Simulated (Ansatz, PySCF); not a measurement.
Ways to break one bond of OO (H2O2):

A. OO (H2O2) [hydrogen peroxide] → [O]O + H atom
B. OO (H2O2) [hydrogen peroxide] → 2 [OH] (HO)

Quantity: bond dissociation energy (enthalpy at 298 K, with B3LYP-D3(BJ) rigid-rotor harmonic-oscillator terms from PySCF), kcal/mol. Structures are relaxed separately at B3LYP-D3(BJ)/def2-TZVP in Ansatz (a program for electronic structure), one conformer each, not searched for the lowest. Valence correlation only, unless marked. Open shells are spin-unrestricted. Spin-orbit coupling is left out. No relativistic terms. Basis-set limits of correlation are two-point, X^-3; Hartree-Fock from the larger set.

```tsv
	BHLYP/def2-TZVPD (Ansatz)	SCS-MP2/6-31G* (Ansatz)	CCSD/6-31G (Ansatz)	CCSD(T)/CBS(def2-TZVPPD,def2-QZVPPD) (Ansatz)
A	80.3	78.4	72.7	87.7
B	32.8	47.0	26.3	49.8
```
